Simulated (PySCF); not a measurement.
Run record: geometry optimisation, `C=CB[NH][SnH3]`.

Computed with PBE0-D3(BJ)/def2-SVP geometry optimisation, gas phase, def2 core potentials past Kr (PySCF 2.14.0). Start geometry: GFN2-xTB. A driver script takes a list of jobs; this job's settings line and coordinates (Å) are shown.

Input:
```
{"job": {"xc": "PBE0", "basis": "def2-SVP", "d3": "d3bj", "grid": 1, "maxiter": 30, "shake": 0.01, "kind": "geom"}, "charge": 0, "multiplicity": 1}
C      2.375950     0.789700     0.828250
C      1.117000     0.464570     0.472950
B      0.739540    -0.526890    -0.669910
N     -0.547010    -0.813080    -0.927090
Sn    -2.304590    -0.181600    -0.085130
H      3.208900     0.410440     0.310850
H      2.582510     1.509150     1.621610
H      0.315010     0.924780     1.028050
H      1.585620    -1.038450    -1.293730
H     -0.746510    -1.471730    -1.665240
H     -3.500550    -0.951220    -0.932700
H     -2.435940     1.475790    -0.215100
H     -2.384100    -0.608340     1.516860
```

Output:
```
step   0  E = -374.60070796  max force = 0.051436
step   1  E = -374.60874315  max force = 0.010915
step   2  E = -374.60990578  max force = 0.004577
step   3  E = -374.60996482  max force = 0.001715
step   4  E = -374.61002953  max force = 0.001212
step   5  E = -374.61006021  max force = 0.000743
step   6  E = -374.61007331  max force = 0.000320
optimisation converged
```

Energies in Eh; «max force» is the largest Cartesian gradient component in Eh/bohr.

Problem. How much energy does the optimisation release, in kcal/mol?

Solution. E(step 0) − E(last step) = 0.009365 Eh, which is 5.9 kcal/mol.

Problem. Give the first gradient maximum in eV/Å.

Solution. With 1 Eh/bohr = 51.422 eV/Å, 2.645 eV/Å.

Main results: final energy -374.61007 Eh after 6 steps; dipole 1.65 D.

Problem. Where do the atoms end?

Solution. 0.072 Å rms from the input after alignment:
```
atom  x, y, z in Å
C1     2.3350    0.9103    0.7282
C2     1.0777    0.5165    0.4780
B3     0.7351   -0.5353   -0.6231
N4    -0.5816   -0.9136   -0.9197
Sn5   -2.3082   -0.2290   -0.0254
H6     3.1738    0.4923    0.1600
H7     2.5863    1.6529    1.4938
H8     0.2852    0.9765    1.0894
H9     1.6438   -1.0479   -1.2503
H10   -0.7155   -1.6063   -1.6492
H11   -3.5761   -1.0373   -0.8421
H12   -2.4055    1.4638   -0.2376
H13   -2.2725   -0.6409    1.6335
```

Problem. How long does this job take on one thread of an Arm Neoverse V1, no GPU (shared host)? And the peak memory of the process?

Solution. About 44 s, with 0.56 GiB resident at the peak, the Python interpreter and its libraries included.
Labels such as C1 count atoms from 1, the log's own numbers from 0.
